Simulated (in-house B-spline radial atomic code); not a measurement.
# RPA and G0W0 on TPSS: B+

Configuration [He] 2s2, mean-field start TPSS. Computed with a B-spline radial code for spherical atoms: all electrons, non-relativistic, point nucleus, each spin shell either full or empty, empty states to l = 9 with an (l + 1/2)⁻⁴ tail; G0W0 by contour deformation at full frequency.

Command:
```bash
python run_gw.py task.json out
```
Settings (radii: box in bohr, nucleus in fm):
```
Z                        5
electrons                4
configuration            [He] 2s2
hamiltonian              nr
method                   tpss,tpss
lmax                     9
spin_polarised           False
box_radius               23.78
intervals                46
ion_configuration        [He] 2s1
```

Cost of the run: 1.7 s on 1 thread of Arm Neoverse N1, with other jobs on the host.

Energies (hartree):

```
                                     term      value
                         mean-field total  -24.34706
Hartree-Fock functional on these orbitals  -24.23633
                      direct second order   -0.27409
                    second-order exchange    0.13469
                         SOSEX correction   0.099228
```

Task: What is the RPA correlation energy, and what remains with SOSEX?

Result: RPA gives -0.20203 hartree (-1.37 eV per electron); RPA + SOSEX gives -0.1028, and the second-order doubles -0.13941 hartree (no singles). SOSEX takes back 49 % of the RPA value.

Quasi-particle levels (eV):

```
level  occupied  mean field  Σx - vxc     Σc  QP weight    G0W0
   2s       yes     -19.719     -3.99      ?          ?       ?
   2p        no     -13.115      6.18  -1.72      0.909  -8.658
```

G0W0 = mean field + (Σx - vxc) + Σc, with Σc (partial-wave tail included) taken at the quasi-particle energy. Levels of low weight are left out.

Task: Where does G0W0 put 2s?

Result: At -25.023 eV, with Σc = -1.31 eV and a quasi-particle weight of 0.897. The tabulated removal energy is 25.155 eV (NIST, measured).

Task: What does it cost to remove one electron (to [He] 2s1) by differences of total energies, each species on its own start (correlation terms add to the Hartree-Fock functional)?

Result: TPSS 24.660 eV, Hartree-Fock functional 23.432 eV, + RPA 25.396 eV, + RPA + SOSEX 24.932 eV, + second order 25.844 eV. Tabulated: 25.155 eV (NIST, measured).
